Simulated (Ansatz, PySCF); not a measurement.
F2GeH4OSi, SMILES F[SiH](F)[O][GeH3]. Atoms are numbered in the order given.

```xyz
9

Si     1.4407    -0.4762     0.4012
F      1.2260     0.2721     1.8143
F      2.3135     0.5400    -0.4932
O      0.0042    -0.7595    -0.2908
Ge    -1.5465     0.1249    -0.4702
H      2.1961    -1.7207     0.6016
H     -2.4254    -0.2609     0.7273
H     -2.1357    -0.3606    -1.7990
H     -1.2421     1.6308    -0.4897
```

Coordinates come from a PBE0-D3(BJ)/def2-SVP optimisation. The structure was generated by enumeration, and PubChem lists no compound with its InChIKey, so it may never have been made. Other conformers were not sampled.

Two levels are set side by side: PBE-D3(BJ)/def2-SVP (Ansatz, a first-principles code) and PBE0-D3(BJ)/def2-SVP (Ansatz). Each level has its own optimised geometry; the coordinates shown are those of the second. Frequencies come from the Hessian of PySCF at each geometry. Differences are taken from unrounded values.

| quantity | PBE0-D3(BJ) |
|---|---|
| mean bond length (Å) | 1.589 |
| bond Si1–F2 (Å) | 1.613 |
| bond Si1–F3 (Å) | 1.611 |
| bond Si1–O4 (Å) | 1.619 |
| bond O4–Ge5 (Å) | 1.794 |
| bond Si1–H6 (Å) | 1.470 |
| bond Ge5–H7 (Å) | 1.535 |
| bond Ge5–H8 (Å) | 1.532 |
| bond Ge5–H9 (Å) | 1.536 |
| highest harmonic wavenumber (cm⁻¹) | 2369 |
| mean harmonic wavenumber (cm⁻¹) | 913 |
| zero-point energy (kcal/mol) | 27.40 |

Task: What does PBE-D3(BJ) give, and how far is it from PBE0-D3(BJ)? (Estimate from the structure and the level; the computed values follow.)

Result: 
```csv
quantity,PBE-D3(BJ),PBE-D3(BJ) minus PBE0-D3(BJ)
mean bond length (Å),1.605,0.016
bond Si1–F2 (Å),1.630,0.017
bond Si1–F3 (Å),1.626,0.015
bond Si1–O4 (Å),1.639,0.020
bond O4–Ge5 (Å),1.818,0.024
bond Si1–H6 (Å),1.482,0.012
bond Ge5–H7 (Å),1.548,0.013
bond Ge5–H8 (Å),1.544,0.012
bond Ge5–H9 (Å),1.549,0.013
highest harmonic wavenumber (cm⁻¹),2286,-83
mean harmonic wavenumber (cm⁻¹),878,-34
zero-point energy (kcal/mol),26.37,-1.03
```

Exact exchange shortens and stiffens bonds; PBE has none. Differences between two approximate levels are no errors against the true value.
